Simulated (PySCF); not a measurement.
# Ti(2+): excitation energy

Ti(2+) [Ar] 3d2 (3F) → Ti(2+) [Ar] 3d1 4s1 (3D), as a difference of total energies. Calculation: PySCF 2.14, in aug-cc-pVTZ (8s7p5d3f2g, 93 functions); no relativity, point nucleus. Correlated levels: valence: [Ar] frozen. The calculations carry no spin-orbit coupling.

| method | excitation energy (eV) |
| --- | --- |
| UHF | 4.821 |
| LDA | 5.036 |
| PBE | 5.118 |
| PBE0 | 5.199 |
| r2SCAN | 5.440 |
| B97-3 | 5.305 |
| wB97M-V | 5.207 |
| CAM-B3LYP | 5.113 |
| r2SCANh | 5.423 |
| MP2 (valence) | 4.856 |
| SCS-MP2 (valence) | 4.833 |

Task: How much does correlation contribute at MP2 (valence)?

Result: 4.856 − (4.821) = 0.035 eV, measured against UHF.
